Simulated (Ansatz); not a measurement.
The cluster NiCl₂. Charge 0, multiplicity 5. Geometry PBE0-D4/def2-TZVP; atoms count from 1.

Cartesian coordinates in Å:
```
Ni 0.747 -1.055 0.148
Cl 0.719 1.275 -0.261
Cl -1.466 -0.220 0.112
```

In the quintet, Cl2 and Cl3 lie 2.67 Å apart (atoms count from 1), so these atoms are partly bonded to each other. At PBE0-D4/def2-TZVP a triplet of charge 0 lies 3.79 eV below the quintet, each at its own geometry. The structure comes from a short search, and lower isomers may exist.

Question: Estimate the Mulliken populations from the PBE0/def2-TZVP orbitals of Ansatz.

Answer: 
| atom | charge (e) | spin (α − β) | d electrons |
| --- | --- | --- | --- |
| Ni1 | 0.33 | 2.79 | 8.20 |
| Cl2 | -0.17 | 0.61 | – |
| Cl3 | -0.17 | 0.61 | – |
Mulliken values and Mayer orders depend strongly on the basis.

Question: Where does the spin sit?

Answer: Summed by element: Ni 2.79, Cl 1.21, of 4 unpaired in all. Largest on single atoms: Ni1 2.79, Cl2 0.61, Cl3 0.61.

Question: And the Mayer bond orders between bonded heavy atoms (over 0.3)?

Answer: Ni1–Cl2 0.55 (2.37 Å); Ni1–Cl3 0.55 (2.37 Å). Values over 0.3 also appear between atoms too far apart for a bond (Cl2–Cl3 0.47 at 2.67 Å); they arise where an orbital or an unpaired electron spreads over both atoms.
